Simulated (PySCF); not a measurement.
C7H9N2 (doublet state).
Cartesian coordinates in Å at the GFN2-xTB level; atoms count from 1:
```xyz
18
C7H9N2 angstrom
C      3.4326   -0.2229    0.1276
C      2.4089    0.5202   -0.2534
C      1.0299    0.4000    0.3009
C      0.0482   -0.0774   -0.8037
C     -1.3049   -0.1455   -0.2427
N     -1.8096   -1.2548    0.3594
C     -3.0220   -0.9110    0.7339
C     -3.2424    0.4650    0.3596
N     -2.1566    0.9143   -0.2297
H      4.4164   -0.0947   -0.2908
H      3.3313   -0.9826    0.8853
H      2.5341    1.2707   -1.0230
H      0.6858    1.3720    0.6612
H      1.0076   -0.3124    1.1264
H      0.3569   -1.0660   -1.1443
H      0.0686    0.6381   -1.6265
H     -3.6837   -1.5811    1.2466
H     -4.1097    1.0743    0.5216
```

The hyperfine couplings belong to this conformer and change with its torsions.

As a line formula: `C=CCCC1=NC=C[N]1` [radical].

Level of theory: PySCF, UKS B3LYP, pcH-1 on C H N, non-relativistic, mean-field spin-orbit, GIAO. The structure is a single GFN2-xTB conformer in the gas phase; no vibrational or solvent corrections. Couplings are sensitive to structure, and on GFN2-xTB geometries they can be far from those on DFT ones.

**Question.** How many α and β electrons are there, and what is ⟨S²⟩ of the pure spin state?

**Answer.** Nα = 33, Nβ = 32 (65 in all), and S(S+1) = 0.75 for S = 1/2.

Mulliken spin populations, one withheld:

| atom | bound to | population |
| --- | --- | --- |
| C1 | C2, H10, H11 | +0.0100 |
| C2 | C1, C3, H12 | +0.0021 |
| C3 | C2, C4, H13, H14 | +0.0358 |
| C4 | C3, C5, H15, H16 | -0.0367 |
| C5 | C4, N6, N9 | +0.4546 |
| N6 | C5, C7 | -0.0663 |
| C7 | N6, C8, H17 | +0.3425 |
| C8 | C7, N9, H18 | ? |
| N9 | C8, C5 | -0.0651 |
| H10 | C1 | +0.0004 |
| H11 | C1 | -0.0002 |
| H12 | C2 | 0.0000 |
| H13 | C3 | -0.0013 |
| H14 | C3 | -0.0011 |
| H15 | C4 | +0.0074 |
| H16 | C4 | +0.0085 |
| H17 | C7 | -0.0158 |
| H18 | C8 | -0.0157 |

**Question.** Complete the table.

**Answer.** The populations add up to Nα − Nβ = 1, and the others sum to 0.6591, so C8 holds +0.341.

**Question.** Sum the populations by element and by sign.

**Answer.** Carbon +1.15, hydrogen -0.02, nitrogen -0.13. The positive populations sum to 1.20, the negative ones to -0.20.

**Question.** With ⟨S²⟩ = 0.7609, find the sum of squared α–β overlaps and estimate the admixture of higher spin.

**Answer.** For a single determinant ⟨S²⟩ = S(S+1) + Nβ − Σ|⟨iα|jβ⟩|², so the squared overlaps of occupied orbitals sum to 32 − 0.0109 = 31.9891. If the quartet state (S + 1) were the only admixture, its weight would be 0.0109/(2S + 2) = 0.36 %.

**Question.** What Fermi-contact NMR shifts do the couplings of C1, C2, C3, C4, C5, N6, C7 imply at 298 K (Curie law, g = gₑ)?

**Answer.** δ = a_FC·h·gₑ μB S(S+1)/(3 g_N μN kT), with k/h = 20836.6 MHz/K:

```csv
nuclei,isotope,a_FC (MHz),g_N,contact shift (ppm)
C1,13C,1.49,1.4048,+157
C2,13C,2.74,1.4048,+289
C3,13C,40.24,1.4048,+4240
C4,13C,-16.51,1.4048,-1739
C5,13C,48.71,1.4048,+5133
N6,14N,-3.79,0.4038,-1391
C7,13C,20.60,1.4048,+2171
```

The sign follows the spin density at the nucleus: positive density means a positive shift.
